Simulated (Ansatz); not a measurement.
C₂H₆Al (SMILES [CH3][Al+][CH3]), charge +1, singlet, at a GFN2-xTB geometry (such geometries of metal compounds can be far from the true shape). Base run: CAM-B3LYP/6-31G* (Ansatz, a first-principles code).

Geometry (Å):
```xyz
9

Al     0.0000     0.0000     0.0000
C      1.5072     0.2004    -1.2391
H      2.1928    -0.6605    -1.1783
H      2.0916     1.1078    -1.0154
H      1.1604     0.2767    -2.2825
C     -1.5072    -0.2004     1.2391
H     -2.0734    -1.1237     1.0349
H     -2.2088     0.6455     1.1563
H     -1.1624    -0.2458     2.2850
```
Charge +1, spin multiplicity 1.
All else is at Ansatz's defaults.

Variants of this job, named by their change:

| change | E (Eh) |
|---|---|
| base | -321.91906 |
| functional = wB97X | … |
| functional = blyp; dispersion = d3bj | -321.93451 |
| functional = B2PLYP | -321.74037 |
| functional = B2GP-PLYP | -321.67390 |
| functional = wB97M-V | -321.89896 |
| functional = hf | … |
| functional = blyp; dispersion = d3bjatm | -321.93451 |
| functional = blyp | -321.92355 |
| functional = hse06 | -321.74342 |
| functional = pbe | … |
| functional = BHLYP | … |
| functional = pbe0; dispersion = d3bjatm | -321.75881 |

### Question
Some entries are withheld; supply them.

### Answer

- functional = wB97X, E (Eh): -321.94231
- functional = hf, E (Eh): -320.88731
- functional = pbe, E (Eh): -321.71460
- functional = BHLYP, E (Eh): -321.91933

Totals shift with the method and basis; they matter in differences.
